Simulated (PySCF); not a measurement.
Q: Write Cartesian coordinates for `ClC(Cl)(Cl)C(Cl)(Cl)Cl` (hexachloroethane) as optimised with PBE0-D3(BJ)/def2-SVP.

A: 
```xyz
8
C2Cl6 angstrom
Cl    -1.2738    1.4688   -0.9456
C     -0.7359    0.2172    0.1797
Cl    -1.8028   -1.1864    0.0588
Cl    -0.7700    0.8479    1.8301
C      0.7375   -0.2139   -0.1844
Cl     1.2754   -1.4654    0.9409
Cl     1.8044    1.1897   -0.0634
Cl     0.7716   -0.8445   -1.8347
```

Orientation and origin are arbitrary. Atoms count from 1 in this order. All 6 C–Cl bonds measure 1.767 Å.

Bonds between heavy atoms (Å): Cl1–C2 1.767, C2–Cl3 1.767, C2–Cl4 1.767, C2–C5 1.578, C5–Cl6 1.767, C5–Cl7 1.767, C5–Cl8 1.767.

The calculation used PBE0-D3(BJ)/def2-SVP geometry optimisation, gas phase in PySCF.

Point group: D3d (every atom within 0.08 Å of its image). Not checked by PBE0-D3(BJ)/def2-SVP frequencies.

On Arm Neoverse V2, one thread, shared host, this took 43 s wall. This is the geometry optimisation.
